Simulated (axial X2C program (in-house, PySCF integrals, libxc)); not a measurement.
How the levels of OPmS⁺ (f(δφ)2 f(π)0 orbitals) move with the bond length

Calculated with an in-house all-electron X2C program for linear molecules (integrals from PySCF): two-component X2C with atomic mean-field Coulomb and Gaunt terms, basis O dyall-v3z, Pm dyall-v3z, S dyall-v3z (cores contracted in-house). Orbitals come from Hartree–Fock averaged over the configuration Pm f(δφ)2 f(π)0; CI then distributes these electrons over the f(δφ), f(π) shells of Pm.

At O–Pm–S held linear, bonds 1.693 and 2.150 Å (the second held):

```csv
Ω,energy (cm⁻¹),g∥,configuration
4,0,6.26,100% f(δφ)2
5,4276,10.10,100% f(δφ)2
0,4478,0.00,100% f(δφ)2
1,7165,3.18,100% f(δφ)2
6,7695,13.96,100% f(δφ)2
2,14388,5.82,100% f(δφ)2
1,14475,2.48,100% f(δφ)2
0,15122,0.00,100% f(δφ)2
0,18266,0.00,100% f(δφ)2
0,19528,0.00,100% f(δφ)2
1,23150,2.15,100% f(δφ)2
4,26308,8.11,100% f(δφ)2
6,28213,12.05,100% f(δφ)2
```

g∥ is the magnitude of 2⟨Lz + ge Sz⟩ for the +Ω component. The lowest 14 levels at most are listed.

At O–Pm–S held linear, bonds 1.574 and 2.150 Å (the second held):

```
Ω  energy (cm⁻¹)     g∥  configuration
4              0   6.19    100% f(δφ)2
5           3772  10.07    100% f(δφ)2
0           4733   0.00    100% f(δφ)2
6           6834  13.97    100% f(δφ)2
1           7100   3.34    100% f(δφ)2
1          14227   2.42    100% f(δφ)2
2          14256   5.88    100% f(δφ)2
0          14442   0.00    100% f(δφ)2
0          17272   0.00    100% f(δφ)2
0          18374   0.00    100% f(δφ)2
1          22122   2.11    100% f(δφ)2
4          25412   8.07    100% f(δφ)2
```

The lowest level lies 3417 cm⁻¹ above the lowest at the first distance.

How does the gap from the lowest to the fifth level change between the two distances?

From 7695 to 7100 cm⁻¹, a factor of 0.92.

Dynamic correlation is missing, so gaps between terms are too wide and other configurations may lie lower; the lowest level listed is that of this model, not necessarily the ground state. At most 6 roots were kept for each Ω > 0 (twice that for Ω = 0) within 3.5 eV of the lowest, so higher up levels can be missing between those listed; levels with Ω > 0 are doubly degenerate and listed once, Ω = 0 levels singly. States that fill the shells left empty in the average are placed too high. The molecule was held linear; bending was not examined.
